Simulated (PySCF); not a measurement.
Give a GFN2-xTB geometry of `N#CCc1ccccc1F`.

```
atom  x, y, z in Å
N1     3.1777   -0.0502   -1.8540
C2     2.6513    0.0429   -0.8442
C3     1.9700    0.1570    0.4223
C4     0.4781    0.0389    0.2281
C5    -0.0746   -1.0439   -0.4445
C6    -1.4424   -1.1440   -0.6241
C7    -2.2849   -0.1600   -0.1335
C8    -1.7584    0.9273    0.5403
C9    -0.3890    1.0108    0.7085
F10    0.1178    2.0774    1.3685
H11    2.2245    1.1204    0.8719
H12    2.3308   -0.6416    1.0794
H13    0.5811   -1.8071   -0.8371
H14   -1.8509   -1.9920   -1.1513
H15   -3.3517   -0.2374   -0.2750
H16   -2.3870    1.7106    0.9332
```

Orientation and origin are arbitrary. Atoms count from 1 in this order. Of the pairs four or more bonds apart, F10···H11 is among the closest relative to their van der Waals radii: 2.37 Å, 89 % of the sum of Bondi's values. The 6-membered ring C4–C5–C6–C7–C8–C9 has internal angles of 117.7° to 122.3°; it is planar, 0.00 Å rms from its mean plane, widest ring torsion 0°. The 8 C–C bonds span 1.382 Å (C8–C9, aromatic) to 1.509 Å (C3–C4, drawn single), a spread of 0.127 Å.

Bonds between heavy atoms (Å): N1≡C2 1.142, C2–C3 1.443, C3–C4 1.509, C4–C5 1.389, C5–C6 1.383, C6–C7 1.385, C7–C8 1.383, C8–C9 1.382, C9–F10 1.353, C4–C9 1.388.

Structure optimised with GFN2-xTB, isolated species.

Point group: C1 (no symmetry element, even within 0.4 Å). No frequency check. The numbers are those of one conformer (C2–C3–C4–C5 53°).

These are computed values.
